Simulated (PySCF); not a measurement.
C2H6N2OSi, SMILES C[Si@H](N=C=O)N.

Geometry optimised at B3LYP-D3(BJ)/def2-SVP. The structure was generated by enumeration; whether it is a known compound was not checked. One conformer was computed; it need not be the lowest.

Two levels are set side by side: TDDFT-PBE/def2-SVPD (PySCF) and TDDFT-LC-ωPBE/def2-SVPD (PySCF). Vertical, same geometry. The lowest singlet is HOMO→LUMO 91 % with PBE and HOMO−1→LUMO+4 18 %, HOMO−1→LUMO+1 17 %, HOMO−1→LUMO+5 13 %, HOMO→LUMO+4 7 % with the other functional; states are paired by order. Differences are taken from unrounded values.

```csv
quantity,TDDFT-LC-ωPBE,TDDFT-PBE,TDDFT-PBE minus TDDFT-LC-ωPBE
lowest singlet excitation (eV),7.27,6.02,-1.25
lowest triplet excitation (TDA) (eV),6.56,5.70,-0.86
first bright state (f over 0.05) (eV),9.18,6.02,-3.16
its oscillator strength,0.42,0.05,-0.37
```

A lower first singlet is the usual sign of a functional without exact exchange. Differences between two approximate levels are no errors against the true value.

Rough cost on one machine, each run with all the roots and properties that it gave: TDDFT-LC-ωPBE against TDDFT-PBE about 6 times.
